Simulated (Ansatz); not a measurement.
Geometry optimisation, DFT PBE, scalar-relativistic, plane waves, PAW in Ansatz 0.2.0.

The input (input.yaml):

```yaml
crystal:
  lattice:
    - [11.518769, 0.0, 0.0]
    - [3.83959, 6.650365, 0.0]
    - [0.0, 0.0, 18.868765]
  atoms:
    - { symbol: H, position: [0.1111111, 0.1666667, 0.0529976] }
    - { symbol: H, position: [0.4444444, 0.1666667, 0.0529976] }
    - { symbol: H, position: [0.7777778, 0.1666667, 0.0529976] }
    - { symbol: H, position: [0.1111111, 0.6666667, 0.0529976] }
    - { symbol: H, position: [0.4444444, 0.6666667, 0.0529976] }
    - { symbol: H, position: [0.7777778, 0.6666667, 0.0529976] }
    - { symbol: Si, position: [0.1111111, 0.1666667, 0.1324941] }
    - { symbol: Si, position: [0.4444444, 0.1666667, 0.1324941] }
    - { symbol: Si, position: [0.7777778, 0.1666667, 0.1324941] }
    - { symbol: Si, position: [0.1111111, 0.6666667, 0.1324941] }
    - { symbol: Si, position: [0.4444444, 0.6666667, 0.1324941] }
    - { symbol: Si, position: [0.7777778, 0.6666667, 0.1324941] }
    - { symbol: Si, position: [-0.1111111, 0.3333333, 0.1740312] }
    - { symbol: Si, position: [0.2222222, 0.3333333, 0.1740312] }
    - { symbol: Si, position: [0.5555556, 0.3333333, 0.1740312] }
    - { symbol: Si, position: [-0.1111111, 0.8333333, 0.1740312] }
    - { symbol: Si, position: [0.2222222, 0.8333333, 0.1740312] }
    - { symbol: Si, position: [0.5555556, 0.8333333, 0.1740312] }
    - { symbol: Si, position: [-0.1111111, 0.3333333, 0.2986423] }
    - { symbol: Si, position: [0.2222222, 0.3333333, 0.2986423] }
    - { symbol: Si, position: [0.5555556, 0.3333333, 0.2986423] }
    - { symbol: Si, position: [-0.1111111, 0.8333333, 0.2986423] }
    - { symbol: Si, position: [0.2222222, 0.8333333, 0.2986423] }
    - { symbol: Si, position: [0.5555556, 0.8333333, 0.2986423] }
    - { symbol: Si, position: [0.0, 0.0, 0.3401794] }
    - { symbol: Si, position: [0.3333333, 0.0, 0.3401794] }
    - { symbol: Si, position: [0.6666667, 0.0, 0.3401794] }
    - { symbol: Si, position: [0.0, 0.5, 0.3401794] }
    - { symbol: Si, position: [0.3333333, 0.5, 0.3401794] }
    - { symbol: Si, position: [0.6666667, 0.5, 0.3401794] }
    - { symbol: H, position: [0.6666667, 0.0, 0.417026] }
    - { symbol: H, position: [0.0, 0.5, 0.417026] }
    - { symbol: H, position: [0.3333333, 0.5, 0.417026] }
    - { symbol: H, position: [0.6666667, 0.5, 0.417026] }
    - { symbol: Al, position: [0.67596, -0.0057161, 0.4991723] }
    - { symbol: Cl, position: [0.7703378, -0.3165657, 0.5156281] }
    - { symbol: Cl, position: [0.7888104, 0.1358511, 0.5156281] }
    - { symbol: Cl, position: [0.4687316, 0.1635662, 0.5156281] }
basis:
  ecutwfc: 420.0
kpoints:
  mp_grid: { grid: [2, 2, 1] }
hamiltonian:
  xc: pbe
  pseudopotentials: { kind: paw, azcp: { folder: soft_1 } }
scf:
  occupations: { method: fermi_dirac, width: 0.05 }
  lower_state_search: "off"
relax:
  f_tol: 0.03
  max_steps: 60
  adjacent_minimum: "off"
  constraints: [{ sites: [0, 1, 2, 3, 4, 5, 6, 7, 8, 9, 10, 11] }]
```

Run as:

```bash
$ ansatz run input.yaml --threads 2 --pin off --max-ram 5120MiB --backend cpu --events-out ev --progress --plain --runs-dir out
```

Task: Where does it end, and by what steps?

Result: The forces met the threshold. The force dipped under the threshold on the way, but the program's further checks kept it going. Limits of this set-up: coarse k mesh, thin slab, slab without dipole correction, no dispersion correction for a molecule that may bind weakly. After 26 steps the energy has fallen by 1.084 eV; Cl38 moved furthest, 2.61 Å. Joined: Si25–Cl37 (3.93 → 2.38 Å).

```tsv
step	energy less start (eV)	largest force component (eV/Å)	accepted
0	0.0000	2.262	yes
1	-0.4360	0.965	yes
2	-0.5458	0.417	yes
3	-0.5644	0.148	yes
4	-0.5701	0.339	yes
5	-0.6160	0.460	yes
6	-0.6857	0.249	yes
7	-0.6528	0.425	no
8	-0.7166	0.073	yes
9	-0.7256	0.055	yes
10	-0.7364	0.071	yes
11	-0.7514	0.130	yes
12	-0.7702	0.148	yes
13	-0.7921	0.184	yes
14	-0.8179	0.164	yes
15	-0.8483	0.166	yes
16	-0.8809	0.131	yes
17	-0.9207	0.126	yes
18	-0.9645	0.164	yes
19	-1.0084	0.216	yes
20	-1.0440	0.343	yes
21	-1.0681	0.222	yes
22	-1.0813	0.081	yes
23	-1.0828	0.086	yes
24	-1.0829	0.086	yes
25	-1.0837	0.008	yes
26	-1.0837	0.009	yes
```

```xyz
38
Lattice="11.5188 0.0000 0.0000 3.8396 6.6504 0.0000 0.0000 0.0000 18.8688" Properties=species:S:1:pos:R:3
H 1.920 1.108 1.000
H 5.759 1.108 1.000
H 9.599 1.108 1.000
H 3.840 4.434 1.000
H 7.679 4.434 1.000
H 11.519 4.434 1.000
Si 1.920 1.108 2.500
Si 5.759 1.108 2.500
Si 9.599 1.108 2.500
Si 3.840 4.434 2.500
Si 7.679 4.434 2.500
Si 11.519 4.434 2.500
Si 0.004 2.213 3.252
Si 3.839 2.214 3.289
Si 7.678 2.217 3.267
Si 1.921 5.535 3.209
Si 5.748 5.551 3.315
Si 9.603 5.550 3.305
Si -0.005 2.255 5.611
Si 3.874 2.072 5.645
Si 7.685 2.272 5.632
Si 1.914 5.455 5.545
Si 5.910 5.573 5.713
Si 9.455 5.611 5.689
Si -0.003 -0.026 6.164
Si 3.845 0.028 6.869
Si 7.683 -0.005 6.211
Si 1.982 3.252 6.370
Si 5.720 3.321 6.403
Si 9.610 3.375 6.399
H 7.829 -0.008 7.824
H 1.928 3.327 7.868
H 5.770 3.285 7.905
H 9.628 3.329 7.898
Al 8.928 -0.009 9.210
Cl 8.526 -1.833 10.156
Cl 11.094 0.015 8.505
Cl 8.503 1.799 10.173
```

The run took 2.2 min on 2 threads of AMD EPYC 9R45 96-Core Processor (Zen 5), on a shared host, peak memory 2.3 GiB.
